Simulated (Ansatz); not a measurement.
Geometry optimisation, Ansatz 0.2.0, RKS B3LYP-D4/def2-SVP.

Input file:

```yaml
crystal:
  periodic: [false, false, false]
  atoms:
    - { symbol: C, position_ang: [-0.66566, 0.94584, -0.31397] }
    - { symbol: Al, position_ang: [1.22402, 0.50134, 0.36317] }
    - { symbol: Al, position_ang: [0.30521, -1.83615, 0.26915] }
    - { symbol: S, position_ang: [-1.49937, -0.71383, -0.42745] }
    - { symbol: H, position_ang: [-0.76467, 1.38865, -1.31136] }
    - { symbol: H, position_ang: [-1.30852, 1.54598, 0.33981] }
    - { symbol: H, position_ang: [2.35649, 1.56625, 0.65458] }
    - { symbol: H, position_ang: [0.35251, -3.39807, 0.42606] }
basis:
  gaussian: { orbitals: def2-SVP }
hamiltonian:
  xc: b3lyp
  dispersion: d4
relax:
  f_tol: 0.02
  max_steps: 50
```

Command:

```bash
$ ansatz run input.yaml --threads 2 --pin off --max-ram 3072MiB --backend cpu --events-out ev --progress --plain --runs-dir out
```

**Question.** Where does it end, and by what steps?

**Answer.** The forces met the threshold. After 5 steps the energy has fallen by 0.051 eV; Al2 moved furthest, 0.06 Å.

| step | energy less start (eV) | largest force component (eV/Å) | accepted |
| --- | --- | --- | --- |
| 0 | 0.0000 | 0.673 | yes |
| 1 | -0.0429 | 0.325 | yes |
| 2 | -0.0506 | 0.078 | yes |
| 3 | -0.0511 | 0.031 | yes |
| 4 | -0.0511 | 0.022 | yes |
| 5 | -0.0511 | 0.001 | yes |

```xyz
8
Properties=species:S:1:pos:R:3
C -0.673 0.942 -0.313
Al 1.172 0.529 0.344
Al 0.310 -1.853 0.272
S -1.480 -0.746 -0.419
H -0.721 1.409 -1.312
H -1.280 1.571 0.361
H 2.333 1.582 0.643
H 0.340 -3.433 0.425
```

Time of the run: 13 s on 2 threads of Arm Neoverse V1 (shared host), peak memory 0.17 GiB.
